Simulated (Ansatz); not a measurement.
Born–Oppenheimer molecular dynamics of Cl$_{3}$FGe (5 atoms, charge 0, multiplicity 1). It starts from a relaxed structure.

Computed with RKS LDA/def2-SVP (Ansatz).

| Quantity | Value |
| --- | --- |
| ensemble | NVT, Nosé–Hoover chain |
| time step | 2 fs |
| steps asked | 166 |
| set temperature | 1000 K |
| thermostat | time constant 3 fs, chain length 1 |
| seed | 970296 |

First frame:

```xyz
5
Properties=species:S:1:pos:R:3
Ge 0.000 0.000 -0.065
F 0.000 0.000 1.648
Cl 2.008 0.000 -0.707
Cl -1.003 1.739 -0.707
Cl -1.003 -1.739 -0.707
```

Task: How far do the bonds stretch over the last three quarters of this one trajectory? (Pairs bonded in most of those frames.)

Result: 
| bond | mean (Å) | spread (Å) | shortest | longest |
| --- | --- | --- | --- | --- |
| Ge1–F2 | 1.721 | 0.027 | 1.68 | 1.77 |
| Ge1–Cl3 | 2.157 | 0.081 | 2.02 | 2.33 |
| Ge1–Cl4 | 2.159 | 0.067 | 2.06 | 2.30 |
| Ge1–Cl5 | 2.142 | 0.067 | 2.04 | 2.28 |

Mean temperature of the second half: 1001 K. The conserved energy stayed within 0.69 meV per atom of its start (net change 0.21 meV per atom), so the integration is sound. A run of 0.33 ps of so small a system gives no equilibrium averages.

The run took 82 s on 2 threads of Intel(R) Xeon(R) 6975P-C (Granite Rapids), with other jobs on the host, peak memory 0.16 GiB.
